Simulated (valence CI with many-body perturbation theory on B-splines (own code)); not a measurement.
E1 transitions of C+

Calculated by valence CI with perturbative core correlation (CI+MBPT): three valence electrons over a frozen Dirac-Fock core [He], radial functions for each j: 11 s, 11 p, 10 d, 8 f, 5 g, 2 h, with the one-electron correlation potential Σ1 (screened to all orders), the two-electron term Σ2, the three-electron term Σ3, Breit, model QED; selected single and double excitations, second order for the rest, scaled by the run's own slope (own B-spline code, finite nucleus).

Against 29 measured levels this calculation errs by 67 cm⁻¹ on average and by 148 at most. These come from a selection out of the NIST Handbook of Basic Atomic Spectroscopic Data. Levels without a partner in it may be off by more.

Lines 301 to 350 of 513 in falling wavelength, among levels below 186677 cm⁻¹, chosen from the strongest by gf and those to the six lowest levels. Wavelengths and rates use the calculated energies, so an error of 70 cm⁻¹ moves a line at 1937 Å by 0.14 % and its rate by three times that or more. Electric multipoles are in the length gauge, E1 and E2 with the static RPA response of the core. Weak lines are less certain than strong ones. Lines between different terms over intervals too small for the method are left out, as are lines whose strength nearly cancels. The highest levels of a list are the least certain.

Names give the largest LS component (configuration and term), which can be under half, so a name can repeat, a term be missing and a line seem to break the LS rules; names also repeat where a configuration has a term twice.

| λ vac (Å) | λ from measured levels | Upper | Lower | A (s⁻¹) | S (a.u.) with core polarisation | S without |
| --- | --- | --- | --- | --- | --- | --- |
| 2139 |  | 2s2 5d 2D_3/2 | 2s2 3p 2P°_3/2 | 7.35e+06 | 1.42e-01 | 1.42e-01 |
| 2139 |  | 2s2 5d 2D_5/2 | 2s2 3p 2P°_3/2 | 4.41e+07 | 1.28e+00 | 1.28e+00 |
| 2139 |  | 2s2 5d 2D_3/2 | 2s2 3p 2P°_1/2 | 3.68e+07 | 7.10e-01 | 7.11e-01 |
| 2020 |  | 2s2 6s 2S_1/2 | 2s2 3p 2P°_3/2 | 2.47e+07 | 2.01e-01 | 2.01e-01 |
| 2019 |  | 2s2 6s 2S_1/2 | 2s2 3p 2P°_1/2 | 1.23e+07 | 1.00e-01 | 1.00e-01 |
| 2001 |  | 2s 2p 3p 4D_1/2 | 2s2 3p 2P°_3/2 | 2.20e+04 | 1.74e-04 | 1.74e-04 |
| 2001 |  | 2s 2p 3p 4D_1/2 | 2s2 3p 2P°_1/2 | 4.44e+04 | 3.51e-04 | 3.52e-04 |
| 2001 |  | 2s 2p 3p 4D_3/2 | 2s2 3p 2P°_3/2 | 3.37e+04 | 5.33e-04 | 5.34e-04 |
| 2000 |  | 2s 2p 3p 4D_3/2 | 2s2 3p 2P°_1/2 | 6.52e+03 | 1.03e-04 | 1.03e-04 |
| 1988 |  | 2s 2p 3p 2P_1/2 | 2s2 3p 2P°_3/2 | 6.38e+06 | 4.95e-02 | 4.96e-02 |
| 1988 |  | 2s 2p 3p 2P_1/2 | 2s2 3p 2P°_1/2 | 1.31e+07 | 1.01e-01 | 1.01e-01 |
| 1987 |  | 2s 2p 3p 2P_3/2 | 2s2 3p 2P°_3/2 | 1.62e+07 | 2.51e-01 | 2.51e-01 |
| 1987 |  | 2s 2p 3p 2P_3/2 | 2s2 3p 2P°_1/2 | 3.34e+06 | 5.17e-02 | 5.17e-02 |
| 1937 | 1929 | 2s2 4p 2P°_1/2 | 2s 2p2 2P_3/2 | 4.81e+06 | 3.45e-02 | 3.47e-02 |
| 1937 | 1928 | 2s2 4p 2P°_3/2 | 2s 2p2 2P_3/2 | 1.20e+07 | 1.73e-01 | 1.73e-01 |
| 1936 | 1927 | 2s2 4p 2P°_1/2 | 2s 2p2 2P_1/2 | 9.65e+06 | 6.91e-02 | 6.93e-02 |
| 1935 | 1927 | 2s2 4p 2P°_3/2 | 2s 2p2 2P_1/2 | 2.42e+06 | 3.46e-02 | 3.48e-02 |
| 1913 | 1916 | 2p3 2P°_1/2 | 2s2 3s 2S_1/2 | 2.78e+06 | 1.92e-02 | 1.94e-02 |
| 1912 | 1915 | 2p3 2P°_3/2 | 2s2 3s 2S_1/2 | 2.74e+06 | 3.78e-02 | 3.82e-02 |
| 1911 |  | 2s2 6d 2D_3/2 | 2s2 3p 2P°_3/2 | 5.41e+06 | 7.45e-02 | 7.46e-02 |
| 1911 |  | 2s2 6d 2D_5/2 | 2s2 3p 2P°_3/2 | 3.22e+07 | 6.65e-01 | 6.66e-01 |
| 1911 |  | 2s2 6d 2D_3/2 | 2s2 3p 2P°_1/2 | 2.69e+07 | 3.70e-01 | 3.70e-01 |
| 1855 | 1853 | 2p3 2D°_3/2 | 2s 2p2 2S_1/2 | 1.39e+03 | 1.75e-05 | 1.77e-05 |
| 1852 |  | 2s2 7s 2S_1/2 | 2s2 3p 2P°_3/2 | 1.30e+07 | 8.16e-02 | 8.16e-02 |
| 1852 |  | 2s2 7s 2S_1/2 | 2s2 3p 2P°_1/2 | 6.52e+06 | 4.09e-02 | 4.09e-02 |
| 1828 |  | 2s 2p 3p 4P_5/2 | 2s2 3p 2P°_3/2 | 1.13e+03 | 2.04e-05 | 2.04e-05 |
| 1782 | 1775 | 2s 2p 3s 4P°_3/2 | 2s 2p2 2P_3/2 | 5.83e+03 | 6.52e-05 | 6.55e-05 |
| 1781 | 1774 | 2s 2p 3s 4P°_3/2 | 2s 2p2 2P_1/2 | 1.27e+03 | 1.41e-05 | 1.42e-05 |
| 1765 | 1761 | 2s2 3p 2P°_1/2 | 2s 2p2 2D_3/2 | 4.08e+07 | 2.21e-01 | 2.21e-01 |
| 1765 | 1760 | 2s2 3p 2P°_3/2 | 2s 2p2 2D_3/2 | 4.07e+06 | 4.41e-02 | 4.40e-02 |
| 1765 | 1760 | 2s2 3p 2P°_3/2 | 2s 2p2 2D_5/2 | 3.67e+07 | 3.98e-01 | 3.97e-01 |
| 1725 | 1722 | 2p3 2P°_1/2 | 2s 2p2 2P_3/2 | 1.15e+08 | 5.81e-01 | 5.84e-01 |
| 1724 | 1722 | 2p3 2P°_3/2 | 2s 2p2 2P_3/2 | 2.89e+08 | 2.92e+00 | 2.94e+00 |
| 1724 | 1721 | 2p3 2P°_1/2 | 2s 2p2 2P_1/2 | 2.30e+08 | 1.16e+00 | 1.17e+00 |
| 1723 | 1720 | 2p3 2P°_3/2 | 2s 2p2 2P_1/2 | 5.75e+07 | 5.80e-01 | 5.84e-01 |
| 1701 |  | 2s2 5p 2P°_1/2 | 2s2 3s 2S_1/2 | 9.38e+06 | 4.56e-02 | 4.54e-02 |
| 1701 |  | 2s2 5p 2P°_3/2 | 2s2 3s 2S_1/2 | 9.53e+06 | 9.25e-02 | 9.23e-02 |
| 1632 |  | 2s 2p 3s 2P°_1/2 | 2s2 3s 2S_1/2 | 1.89e+06 | 8.09e-03 | 8.12e-03 |
| 1631 |  | 2s 2p 3s 2P°_3/2 | 2s2 3s 2S_1/2 | 1.77e+06 | 1.52e-02 | 1.52e-02 |
| 1551 |  | 2s2 5p 2P°_1/2 | 2s 2p2 2P_3/2 | 1.39e+07 | 5.10e-02 | 5.17e-02 |
| 1551 |  | 2s2 5p 2P°_3/2 | 2s 2p2 2P_3/2 | 3.42e+07 | 2.52e-01 | 2.56e-01 |
| 1550 |  | 2s2 5p 2P°_1/2 | 2s 2p2 2P_1/2 | 2.80e+07 | 1.03e-01 | 1.04e-01 |
| 1550 |  | 2s2 5p 2P°_3/2 | 2s 2p2 2P_1/2 | 6.67e+06 | 4.90e-02 | 4.97e-02 |
| 1520 | 1515 | 2s2 4p 2P°_1/2 | 2s 2p2 2S_1/2 | 2.25e+05 | 7.81e-04 | 7.52e-04 |
| 1520 | 1514 | 2s2 4p 2P°_3/2 | 2s 2p2 2S_1/2 | 2.03e+05 | 1.41e-03 | 1.35e-03 |
| 1506 |  | 2s2 6p 2P°_1/2 | 2s2 3s 2S_1/2 | 8.65e+06 | 2.92e-02 | 2.92e-02 |
| 1506 |  | 2s2 6p 2P°_3/2 | 2s2 3s 2S_1/2 | 8.60e+06 | 5.80e-02 | 5.80e-02 |
| 1493 |  | 2s 2p 3s 2P°_1/2 | 2s 2p2 2P_3/2 | 4.14e+06 | 1.36e-02 | 1.40e-02 |
| 1492 |  | 2s 2p 3s 2P°_3/2 | 2s 2p2 2P_3/2 | 1.03e+07 | 6.74e-02 | 6.91e-02 |
| 1492 |  | 2s 2p 3s 2P°_1/2 | 2s 2p2 2P_1/2 | 8.42e+06 | 2.76e-02 | 2.83e-02 |
